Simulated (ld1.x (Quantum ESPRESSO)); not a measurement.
**cadmium: PAW pseudisation with PBE, fully relativistic reference atom.**

Cd, PAW, made with ld1.x (Quantum ESPRESSO) 7.5 (PBE, fully relativistic). Core [Ar] 3d10, reference 4s2 4p6 4d10 5s2 5p0. Waves: 4s (bound): rcut 1.15, rcutus 1.40 bohr; 5s (bound): rcut 1.15, rcutus 1.40 bohr; 4p (bound): rcut 1.65, rcutus 2.58 bohr; 5p (bound, empty): rcut 1.65, rcutus 2.58 bohr; 4d (bound): rcut 1.30, rcutus 1.55 bohr; 4d channel at -0.15 Ry: rcut 1.30, rcutus 1.55 bohr. Local part: all-electron potential smoothed inside 1.60 bohr (lloc = -1). Core correction: Bessel-smoothed model core inside 1.15 bohr. Augmentation charge: BESSEL, radius 0.95 bohr.

Open shells are filled in proportion to 2j + 1 (rel_dist='average').

Poles of the logarithmic derivatives, all-electron (AE) and pseudo (PS). s: poles at 1.0 (AE) and 1.0 (PS) Ry. d3/2: poles at -0.8, 4.1 (AE) and -0.8, 4.1 (PS) Ry. d5/2: poles at -0.7, 4.1 (AE) and -0.7, 4.2 (PS) Ry. Test radius 2.81 bohr.

- Configuration tests: test run stopped at test 4 of 7 (negative rho)

The ghost test of this file was not conclusive.
